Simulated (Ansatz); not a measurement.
## Abstraction of F: Ge(CH3)F3 + SiH(SiH3)2 → Ge(CH3)F2 + SiH(SiH3)2F

Species: Ge(CH3)F3, singlet; SiH(SiH3)2, doublet; Ge(CH3)F2, doublet; SiH(SiH3)2F, singlet. A radical takes F: the energy is the difference in strength between the Ge–F bond broken and the Si–F bond made.

Shapes, held fixed at every level: PBE0-D4/def2-TZVP. Programs: Ansatz 0.2.0. The zero-point and thermal change to 298 K, harmonic and unscaled (PBE0-D4/def2-TZVP), is +0.4 kJ/mol.

Task: Estimate ΔH(298 K) of this reaction.

Result: The highest level, CCSD(T)/def2-TZVPP, gives ΔH(298 K) = -21.8 kJ/mol; the levels span -41.5 to +2.6. They disagree on the sign: 1 of 7 are positive. The column of differences is taken from that level and isn't an error. No measured value is set beside it here. Open shells run unrestricted. Relativity is left out for Ge. Outer-core shells of Ge are correlated, in sets that cover them unevenly.

| level | kind | ΔH(298 K) (kJ/mol) | less CCSD(T)/def2-TZVPP |
| --- | --- | --- | --- |
| MP2/def2-SVP | perturbation theory | +2.6 | +24.4 |
| PBE-D4/def2-TZVPP | GGA | -41.5 | -19.7 |
| PBE0-D4/def2-TZVPP | global hybrid | -32.7 | -10.9 |
| r2SCAN0-D4/def2-TZVPP | global hybrid | -28.1 | -6.3 |
| wB97X-V/def2-TZVPP | range-separated hybrid | -37.5 | -15.7 |
| B2PLYP/def2-TZVPP | double hybrid | -39.3 | -17.5 |
| CCSD(T)/def2-TZVPP | coupled cluster or CI | -21.8 | 0.0 |
